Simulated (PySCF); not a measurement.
## Electron correlation in F+ (fluorine, charge +1)

[He] 2s2 2p4, high-spin 3P determinant. Computed with PySCF 2.14 in def2-TZVP (5s3p2d1f, 31 functions), with the non-relativistic Hamiltonian (point nucleus). Frozen: 1s2; 6 electrons correlated.

MP2 pair energies summed by pair of shells (mhartree):

```json
{"pair": "2p-2p", "energy": "-66.45", "share (%)": "47.2"}
{"pair": "2s-2p", "energy": "-64.62", "share (%)": "45.9"}
{"pair": "2s-2s", "energy": "-9.69", "share (%)": "6.9"}
```

Total MP2 correlation energy: -140.76 mhartree.

Same-spin part -34.07 and opposite-spin part -106.68 mhartree; SCS-MP2 scales them by 1/3 and 6/5 to -139.38 mhartree.

```
  level  correlation energy (mhartree)
   CCSD                        -156.52
    (T)                          -1.90
CCSD(T)                        -158.42
```

Diagnostics: T1 = 0.0041, D1 = 0.0077, largest double amplitude 0.028.

Cost of the coupled-cluster step: 0.18 s of wall time on 1 thread of Intel(R) Xeon(R) 6975P-C (shared host), for 6 correlated electrons.

Iterations:

```
CC2 = 0
CCSD nocc = (np.int64(4), np.int64(2)), nmo = (30, 30)
frozen orbitals [[0], [0]]
max_cycle = 100
direct = 0
conv_tol = 1e-08
conv_tol_normt = 1e-06
diis_space = 8
diis_start_cycle = 0
Init t2, MP2 energy = -0.140755595733119
Init E_corr(UCCSD) = -0.140755595736287
cycle = 1  E_corr(UCCSD) = -0.153534950452288  dE = -0.0127793547  norm(t1,t2) = 0.0212059
cycle = 2  E_corr(UCCSD) = -0.155681775949631  dE = -0.0021468255  norm(t1,t2) = 0.00668888
cycle = 3  E_corr(UCCSD) = -0.156552844813999  dE = -0.000871068864  norm(t1,t2) = 0.00285153
cycle = 4  E_corr(UCCSD) = -0.156504509260307  dE = 4.83355537e-05  norm(t1,t2) = 0.000691789
cycle = 5  E_corr(UCCSD) = -0.15651635192692  dE = -1.18426666e-05  norm(t1,t2) = 0.000129698
cycle = 6  E_corr(UCCSD) = -0.156517328402491  dE = -9.76475571e-07  norm(t1,t2) = 2.96392e-05
cycle = 7  E_corr(UCCSD) = -0.156516909620619  dE = 4.18781872e-07  norm(t1,t2) = 6.40227e-06
cycle = 8  E_corr(UCCSD) = -0.156516928562781  dE = -1.89421625e-08  norm(t1,t2) = 1.09963e-06
cycle = 9  E_corr(UCCSD) = -0.156516928735824  dE = -1.73043052e-10  norm(t1,t2) = 1.32959e-07
UCCSD converged
E(UCCSD) = -98.9929896798663  E_corr = -0.1565169287358242
UCCSD(T) correction = -0.00190277437639271
```
